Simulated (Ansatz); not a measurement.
CH₇NSeSi, SMILES `NC([SiH3])[SeH]`, relaxed with RKS PBE0-D4/def2-TZVP in Ansatz from a PBE-D4/def2-SVP geometry. The force threshold is 0.005 eV/Å; the program also tests the step.

The species carries charge 0 and has multiplicity 1.

Start:

```xyz
11

N     0.053   -1.415    0.981
C     0.572   -0.340    0.150
Si   -0.636    1.121   -0.095
Se    1.044   -1.177   -1.621
H    -0.937   -1.610    0.787
H     0.154   -1.199    1.979
H     1.527    0.011    0.593
H    -0.127    2.165   -1.055
H    -0.891    1.775    1.243
H    -1.935    0.557   -0.604
H     1.178    0.110   -2.357
```

**Question.** By how much does the energy fall, and how many steps does the optimiser take? (Best estimate.)

**Answer.** Computed: 1.03 kcal/mol, in 12 steps, 1 of them rejected.

**Question.** Which bonds change most? (Best estimate.)

**Answer.** Ansatz gave: C2–Se4 from 2.015 to 1.979 Å; C2–Si3 from 1.912 to 1.890 Å; Si3–H9 from 1.511 to 1.491 Å; Si3–H8 from 1.507 to 1.488 Å.

**Question.** Give the relaxed structure. (An estimate is asked.)

**Answer.** Ansatz gave: 
```xyz
11

N     0.069   -1.404    0.985
C     0.589   -0.324    0.165
Si   -0.609    1.115   -0.094
Se    1.076   -1.147   -1.568
H    -0.879   -1.648    0.726
H     0.084   -1.156    1.966
H     1.521    0.021    0.616
H    -0.068    2.145   -1.022
H    -0.891    1.748    1.226
H    -1.875    0.561   -0.640
H     0.983    0.089   -2.360
```
